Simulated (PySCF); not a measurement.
Species: (CF3)3CH, C₄HF₉.
Bonds: F1–C2, C2–F3, C2–F4, C2–C5, C5–C6, C6–F7, C6–F8, C6–F9, C5–C10, C10–F11, C10–F12, C10–F13. Hydrogens: H14 on C5.

The same species was optimised twice, with GFN2-xTB and with PBE0-D3(BJ)/def2-SVP (PySCF), and the same property calculations (PySCF, gas phase) were run on both structures.

```tsv
coordinate	GFN2-xTB	PBE0-D3(BJ)/def2-SVP	change
C2–C5 (Å)	1.543	1.534	-0.009
C5–C10 (Å)	1.543	1.534	-0.009
C5–C6 (Å)	1.543	1.534	-0.009
C10–F13 (Å)	1.332	1.329	-0.003
C6–F7 (Å)	1.332	1.329	-0.003
C2–F4 (Å)	1.332	1.329	-0.003
C2–F3 (Å)	1.332	1.329	-0.003
C10–F12 (Å)	1.332	1.330	-0.002
C6–F8 (Å)	1.332	1.330	-0.002
C10–F11 (Å)	1.327	1.328	+0.001
C6–F9 (Å)	1.327	1.327	0.000
F1–C2 (Å)	1.327	1.327	0.000
C2–C5–C6 (°)	110.8	112.1	+1.3
C2–C5–C10 (°)	111.0	112.2	+1.2
C6–C5–C10 (°)	111.0	112.2	+1.2
F1–C2–C5 (°)	112.7	111.6	-1.1
C5–C10–F11 (°)	112.7	111.6	-1.1
C5–C6–F9 (°)	112.7	111.7	-1.0
F3–C2–F4 (°)	106.7	107.7	+1.0
F12–C10–F13 (°)	106.7	107.7	+1.0
F1–C2–C5–C6 (°)	59	48	-11
C2–C5–C6–F7 (°)	176	160	-16
C2–C5–C10–F11 (°)	61	48	-13
```

Rotational constants: A = 906.8, B = 905.7, C = 587.9 MHz (GFN2-xTB) against A = 910.9, B = 909.8, C = 593.0 MHz (PBE0-D3(BJ)/def2-SVP). Atoms that the bonding makes alike are paired by their places after alignment.

On the GFN2-xTB structure: HOMO (eV) -11.72 [PBE0/pcSseg-1]; LUMO (eV) 1.02 [PBE0/pcSseg-1]; dipole (D) 1.46 [PBE0/pcSseg-1]; GIAO shielding of F1 (×9) (mean) (ppm) 247.7 [PBE0/pcSseg-1]; GIAO shielding of C2/C6/C10 (mean) (ppm) 57.5 [PBE0/pcSseg-1]; GIAO shielding of C5 (ppm) 130.5 [PBE0/pcSseg-1].

What do these properties become on the PBE0-D3(BJ)/def2-SVP structure?

| property | level | on GFN2-xTB | on PBE0-D3(BJ)/def2-SVP | change |
| --- | --- | --- | --- | --- |
| HOMO (eV) | PBE0/pcSseg-1 | -11.72 | -11.67 | +0.05 |
| LUMO (eV) | PBE0/pcSseg-1 | 1.02 | 1.02 | 0.00 |
| dipole (D) | PBE0/pcSseg-1 | 1.46 | 1.39 | -0.07 |
| energy, GFN2-xTB geometry as zero (kcal/mol) | PBE0/pcSseg-1 | 0.0 | -1.2 | -1.2 |
| GIAO shielding of F1 (×9) (mean) (ppm) | PBE0/pcSseg-1 | 247.7 | 251.2 | +3.5 |
| GIAO shielding of C2/C6/C10 (mean) (ppm) | PBE0/pcSseg-1 | 57.5 | 58.3 | +0.8 |
| GIAO shielding of C5 (ppm) | PBE0/pcSseg-1 | 130.5 | 128.4 | -2.1 |

The heavy atoms differ by 0.248 Å rms after alignment (one structure mirrored). Among bonds between heavy atoms C2–C5, C5–C6 and C5–C10 change most and about equally (-0.009 Å). Changes are differences of the printed values. Neither structure is proved a minimum here.

Conformer computed: `[F:1][C:2]([F:3])([F:4])[CH:5]([C:6]([F:7])([F:8])[F:9])[C:10]([F:11])([F:12])[F:13]`: F1–C2–C5–C6 48°, C2–C5–C6–F7 160°, C2–C5–C10–F11 48°.
